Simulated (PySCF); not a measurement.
**Correlation energy of Se+ (selenium, charge +1)**

[Ar] 3d10 4s2 4p3, high-spin 4S determinant. Calculation: PySCF 2.14, in x2c-SVPall (5s4p3d, 32 functions); scalar relativity by spin-free X2C-1e. Frozen: [Ar] 3d10; 5 electrons correlated.

MP2 pair energies summed by pair of shells (mhartree):

```csv
pair,energy,share (%)
4s-4p,-38.31,64.7
4p-4p,-13.93,23.5
4s-4s,-6.96,11.8
```

Total MP2 correlation energy: -59.20 mhartree.

Same-spin part -15.97 and opposite-spin part -43.23 mhartree; SCS-MP2 scales them by 1/3 and 6/5 to -57.20 mhartree.

| level | correlation energy (mhartree) |
| --- | --- |
| CCSD | -74.13 |
| (T) | -0.85 |
| CCSD(T) | -74.98 |

Diagnostics: T1 = 0.0013, D1 = 0.0039, largest double amplitude 0.058.

Cost of the coupled-cluster step: 0.12 s of wall time on 1 thread of Neoverse-V1 (shared host), for 5 correlated electrons.

Iterations:

```
CC2 = 0
CCSD nocc = (np.int64(4), np.int64(1)), nmo = (18, 18)
frozen orbitals [[0, 1, 2, 3, 4, 5, 6, 7, 8, 9, 10, 11, 12, 13], [0, 1, 2, 3, 4, 5, 6, 7, 8, 9, 10, 11, 12, 13]]
max_cycle = 100
direct = 0
conv_tol = 1e-08
conv_tol_normt = 1e-06
diis_space = 8
diis_start_cycle = 0
Init t2, MP2 energy = -0.0591967369464614
Init E_corr(UCCSD) = -0.0591967369644687
cycle = 1  E_corr(UCCSD) = -0.0709153209902573  dE = -0.011718584  norm(t1,t2) = 0.0360048
cycle = 2  E_corr(UCCSD) = -0.0733198924753631  dE = -0.00240457149  norm(t1,t2) = 0.00940266
cycle = 3  E_corr(UCCSD) = -0.0741387825201846  dE = -0.000818890045  norm(t1,t2) = 0.00302242
cycle = 4  E_corr(UCCSD) = -0.0741247551293588  dE = 1.40273908e-05  norm(t1,t2) = 0.000321138
cycle = 5  E_corr(UCCSD) = -0.0741251767628518  dE = -4.21633493e-07  norm(t1,t2) = 3.59943e-05
cycle = 6  E_corr(UCCSD) = -0.0741249296772131  dE = 2.47085639e-07  norm(t1,t2) = 7.95199e-06
cycle = 7  E_corr(UCCSD) = -0.0741250901692037  dE = -1.60491991e-07  norm(t1,t2) = 8.48582e-07
cycle = 8  E_corr(UCCSD) = -0.0741250454091687  dE = 4.4760035e-08  norm(t1,t2) = 1.24802e-07
cycle = 9  E_corr(UCCSD) = -0.0741250488005156  dE = -3.39134687e-09  norm(t1,t2) = 1.75698e-08
UCCSD converged
E(UCCSD) = -2427.403643463343  E_corr = -0.07412504880051557
UCCSD(T) correction = -0.000852937074960454
```
